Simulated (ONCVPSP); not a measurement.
## Reading a pseudo-wave (Bi)

Columns: radius, all-electron u(r) and pseudo u(r) of the 5d shell (level -44.55 eV) of bismuth in the configuration [Kr] 4d10 4f14 5s2 5p6 5d10 6s2 6p1; PBEsol, scalar-relativistic, ONCV scheme, ONCVPSP 4.0.1.

| r (bohr) | all-electron | pseudo |
| --- | --- | --- |
| 0.070 | 0.2982 | 0.0016 |
| 0.140 | 0.2374 | 0.0124 |
| 0.210 | -0.1866 | 0.0400 |
| 0.280 | -0.4764 | 0.0899 |
| 0.350 | -0.5050 | 0.1635 |
| 0.420 | -0.3407 | 0.2595 |
| 0.490 | -0.0842 | 0.3726 |
| 0.560 | 0.1906 | 0.4956 |
| 0.630 | 0.4411 | 0.6198 |
| 0.700 | 0.6477 | 0.7365 |
| 0.770 | 0.8047 | 0.8383 |
| 0.840 | 0.9139 | 0.9192 |
| 0.910 | 0.9817 | 0.9760 |
| 0.980 | 1.0148 | 1.0077 |
| 1.050 | 1.0209 | 1.0159 |
| 1.120 | 1.0063 | 1.0039 |
| 1.190 | 0.9767 | 0.9758 |
| 1.260 | 0.9365 | 0.9363 |
| 1.330 | 0.8895 | 0.8893 |
| 1.400 | 0.8383 | 0.8381 |
| 1.470 | 0.7851 | 0.7849 |
| 1.540 | 0.7314 | 0.7313 |
| 1.610 | 0.6785 | 0.6784 |
| 1.680 | 0.6271 | 0.6270 |
| 1.750 | 0.5778 | 0.5777 |
| 1.820 | 0.5310 | 0.5309 |

Problem. How many radial nodes do the two functions have?

Solution. The all-electron 5d function has n − l − 1 = 2; the pseudo-wave has 0, since the states of the same l below it are removed with the core.

Problem. At about which radius was the pseudo-wave matched?

Solution. 1.35 bohr. The columns agree to 0.0005 from 1.26 bohr on; several derivatives are matched, so the curves merge somewhat inside the radius.

Problem. Is the pseudo-wave norm-conserving?

Solution. Yes: the ONCV scheme keeps the norm inside the radius equal to the all-electron one, which fixes the energy derivative of the logarithmic derivative at the level.
